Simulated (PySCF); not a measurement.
Circular dichroism and optical rotation of SMILES Cl[C@@H]1C[C@@]2(Cl)CC[C@@H]12, C$_{6}$H$_{8}$Cl$_{2}$

The calculation used TDDFT PBE0/def2-SVPD circular dichroism and optical rotation, one conformer, gas phase (PySCF 2.14.0). Geometry: GFN2-xTB.

Input:
```
{"job": {"kind": "ecd", "xc": "PBE0", "basis": "def2-SVPD", "nstates": 16}, "charge": 0, "multiplicity": 1}
Cl    -2.521238     1.796837    -0.001817
C     -1.165151     0.766915    -0.502978
C     -1.323990    -0.713724    -0.122275
C     -0.039461    -0.623600     0.710466
Cl    -0.138314    -1.257816     2.352474
C      1.271498    -0.892637    -0.039879
C      1.397625     0.611886    -0.346790
C      0.077922     0.881460     0.391806
H     -0.991600     0.968536    -1.559789
H     -2.205754    -0.899390     0.486545
H     -1.302207    -1.420229    -0.949804
H      1.167660    -1.545344    -0.904237
H      2.060076    -1.275971     0.602460
H      2.255875     1.081274     0.126578
H      1.386745     0.872660    -1.402800
H      0.062717     1.658088     1.148631
```
Coordinates are in Å.

Command: `OMP_NUM_THREADS=1 python excited_run.py task.json out`

Q: What does the run print?

A: H and L stand for HOMO and LUMO.
```
coarse grid: 14728 points
cycle   1  E = -1152.6385442532  dE =  1.128e+00  |g| = 3.507e-01  |ddm| = 1.049e+01
cycle   2  E = -1152.6363658381  dE =  2.178e-03  |g| = 3.918e-01  |ddm| = 2.650e+00
cycle   3  E = -1152.6729967659  dE = -3.663e-02  |g| = 5.510e-02  |ddm| = 1.546e+00
cycle   4  E = -1152.6735888370  dE = -5.921e-04  |g| = 2.834e-02  |ddm| = 3.942e-01
cycle   5  E = -1152.6737813374  dE = -1.925e-04  |g| = 7.288e-03  |ddm| = 1.653e-01
cycle   6  E = -1152.6737948573  dE = -1.352e-05  |g| = 1.439e-03  |ddm| = 2.565e-02
cycle   7  E = -1152.6737953470  dE = -4.897e-07  |g| = 3.690e-04  |ddm| = 5.893e-03
final grid: 133720 points
cycle   8  E = -1152.8028192865  dE = -4.741e-05  |g| = 7.667e-03  |ddm| = 3.038e-01
cycle   9  E = -1152.8028071448  dE =  1.214e-05  |g| = 1.036e-02  |ddm| = 6.967e-02
cycle  10  E = -1152.8028345310  dE = -2.739e-05  |g| = 1.331e-03  |ddm| = 4.048e-02
cycle  11  E = -1152.8028349761  dE = -4.451e-07  |g| = 2.072e-04  |ddm| = 4.603e-03
cycle  12  E = -1152.8028349850  dE = -8.905e-09  |g| = 8.013e-05  |ddm| = 1.372e-03
cycle  13  E = -1152.8028349866  dE = -1.542e-09  |g| = 1.848e-05  |ddm| = 5.041e-04
cycle  14  E = -1152.8028349867  dE = -8.868e-11  |g| = 3.980e-06  |ddm| = 1.098e-04
converged SCF energy = -1152.8028349867

Singlet excitations and rotatory strengths (1e-40 esu^2 cm^2)
state   eV       nm     f(len)   f(vel)    R(len)    R(vel)   main configurations
  1   6.6053   187.7  0.00604  0.00662     1.381     1.868   H->L 0.95
  2   6.8437   181.2  0.00232  0.00248     3.786     3.151   H-1->L 0.93
  3   6.9880   177.4  0.00211  0.00248    -0.537    -0.537   H-2->L 0.92
  4   7.3238   169.3  0.00244  0.00282    -1.522    -1.255   H-3->L 0.73, H->L+3 0.10
  5   7.6278   162.5  0.05387  0.05434    -5.836    -6.172   H->L+1 0.95
  6   7.7938   159.1  0.02907  0.02945    24.500    24.443   H-1->L+1 0.80, H->L+2 0.10
  7   7.8390   158.2  0.00275  0.00279    -4.609    -4.491   H->L+2 0.65
  8   7.9266   156.4  0.01580  0.01677   -12.498   -12.873   H->L+3 0.39, H-1->L+2 0.18, H->L+2 0.14
  9   7.9708   155.5  0.01447  0.01352    -5.529    -4.826   H-2->L+1 0.85
 10   8.0190   154.6  0.01278  0.01291    13.399    13.700   H-1->L+2 0.51, H->L+3 0.27, H-3->L 0.10
 11   8.1041   153.0  0.01060  0.01100    -9.544    -8.365   H-1->L+3 0.38, H->L+4 0.15, H-1->L+2 0.15
 12   8.1492   152.1  0.00416  0.00425    -0.117    -0.122   H->L+4 0.49, H-1->L+3 0.12
 13   8.2139   150.9  0.02210  0.02275   -30.383   -30.795   H->L+5 0.41, H->L+4 0.18, H-4->L 0.10
 14   8.2559   150.2  0.01102  0.01160   -16.840   -18.604   H->L+5 0.31, H-2->L+2 0.19, H-4->L 0.14
 15   8.3052   149.3  0.01251  0.01292    27.104    28.517   H-2->L+2 0.44, H-4->L 0.20, H-5->L 0.14
 16   8.3668   148.2  0.00819  0.00855    13.538    13.228   H-5->L 0.65, H-2->L+2 0.11

Specific rotation (deg / (dm g/mL))
    nm     length   length(OI)   velocity    alpha(len)  alpha(vel)
  633.0     -45.08     -45.77     -47.27       94.081     94.876
  589.3     -52.59     -53.39     -55.14       94.382     95.180
  546.0     -62.11     -63.05     -65.10       94.760     95.562
  436.0    -102.96    -104.48    -107.84       96.323     97.141
  405.0    -122.27    -124.07    -128.02       97.034     97.859
  365.0    -156.87    -159.14    -164.14       98.272     99.110
  355.0    -167.93    -170.34    -175.66       98.658     99.500
```

States above about 8.0 eV (minus the energy of the highest occupied orbital) lie near or above the ionisation threshold and depend on the basis.

It took 100 s wall time on 1 thread of an Intel Xeon Platinum 8488C, shared host, peak memory 1.1 GiB.
